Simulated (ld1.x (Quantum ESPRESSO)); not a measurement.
**Logarithmic derivatives: B (Z = 5), TM**

```
Element                 : boron (B)
Generator               : ld1.x (Quantum ESPRESSO) 7.5
Type                    : norm-conserving Troullier–Martins (Kleinman–Bylander form)
Functional              : PBE
Relativity              : non-relativistic
Frozen core             : [He]
Valence charge          : 3
Reference configuration : 2s2 2p1
Partial waves           : 2s (bound): rc 1.65 bohr; 2p (bound): rc 2.20 bohr; 3d channel at 0.35 Ry: rc 2.25 bohr
Local potential         : all-electron potential smoothed inside 1.55 bohr (lloc = -1)
Core correction         : Bessel-smoothed model core inside 1.10 bohr
```

The phase is arctan(r·u′/u) with u = r·R(r), unwrapped; energies in Ry, scanned from -3 to 5 Ry. A pole is an energy at which the radial function vanishes at the test radius. The pseudo phase is shifted by a multiple of π to meet the all-electron one at the reference energy, and phase errors are pseudo minus all-electron; the curves can meet again beyond the range given. Levels narrower than the energy grid can be missing from the lists of poles.

Question: For each channel, where are the poles, and over which energies does the pseudopotential scatter like the atom?

Answer:

```
channel  radius (bohr)  reference energy (Ry)  poles, all-electron  poles, pseudo  unbroken range about the reference energy with phases within 0.05 rad  phase error 1 Ry above the reference energy (rad)
      s           2.45                  -0.69                 0.11           0.10                                                              below 2.1                                             -0.002
      p           2.45                  -0.27                 0.51           0.52                                                              below 2.0                                             +0.005
      d           2.45                   0.35                 3.60           3.62                                                        the whole range                                             +0.001
```

Phases in the s channel:

```json
{"E (Ry)": "-3.00", "all-electron": "1.288", "pseudo": "1.288"}
{"E (Ry)": "-2.76", "all-electron": "1.269", "pseudo": "1.269"}
{"E (Ry)": "-2.52", "all-electron": "1.245", "pseudo": "1.244"}
{"E (Ry)": "-2.28", "all-electron": "1.213", "pseudo": "1.213"}
{"E (Ry)": "-2.04", "all-electron": "1.170", "pseudo": "1.170"}
{"E (Ry)": "-1.80", "all-electron": "1.108", "pseudo": "1.108"}
{"E (Ry)": "-1.56", "all-electron": "1.008", "pseudo": "1.007"}
{"E (Ry)": "-1.32", "all-electron": "0.821", "pseudo": "0.820"}
{"E (Ry)": "-1.08", "all-electron": "0.397", "pseudo": "0.395"}
{"E (Ry)": "-0.84", "all-electron": "-0.453", "pseudo": "-0.453"}
{"E (Ry)": "-0.60", "all-electron": "-1.084", "pseudo": "-1.084"}
{"E (Ry)": "-0.36", "all-electron": "-1.355", "pseudo": "-1.355"}
{"E (Ry)": "-0.12", "all-electron": "-1.490", "pseudo": "-1.491"}
{"E (Ry)": "0.12", "all-electron": "-1.574", "pseudo": "-1.576"}
{"E (Ry)": "0.36", "all-electron": "-1.635", "pseudo": "-1.637"}
{"E (Ry)": "0.60", "all-electron": "-1.684", "pseudo": "-1.686"}
{"E (Ry)": "0.84", "all-electron": "-1.728", "pseudo": "-1.732"}
{"E (Ry)": "1.08", "all-electron": "-1.771", "pseudo": "-1.777"}
{"E (Ry)": "1.32", "all-electron": "-1.818", "pseudo": "-1.827"}
{"E (Ry)": "1.56", "all-electron": "-1.871", "pseudo": "-1.885"}
{"E (Ry)": "1.80", "all-electron": "-1.938", "pseudo": "-1.961"}
{"E (Ry)": "2.04", "all-electron": "-2.026", "pseudo": "-2.066"}
{"E (Ry)": "2.28", "all-electron": "-2.155", "pseudo": "-2.228"}
{"E (Ry)": "2.52", "all-electron": "-2.358", "pseudo": "-2.503"}
{"E (Ry)": "2.76", "all-electron": "-2.694", "pseudo": "-2.969"}
{"E (Ry)": "3.00", "all-electron": "-3.193", "pseudo": "-3.541"}
{"E (Ry)": "3.24", "all-electron": "-3.689", "pseudo": "-3.960"}
{"E (Ry)": "3.48", "all-electron": "-4.020", "pseudo": "-4.202"}
{"E (Ry)": "3.72", "all-electron": "-4.218", "pseudo": "-4.345"}
{"E (Ry)": "3.96", "all-electron": "-4.342", "pseudo": "-4.438"}
{"E (Ry)": "4.20", "all-electron": "-4.426", "pseudo": "-4.503"}
{"E (Ry)": "4.44", "all-electron": "-4.485", "pseudo": "-4.552"}
{"E (Ry)": "4.68", "all-electron": "-4.531", "pseudo": "-4.590"}
{"E (Ry)": "4.92", "all-electron": "-4.566", "pseudo": "-4.622"}
```
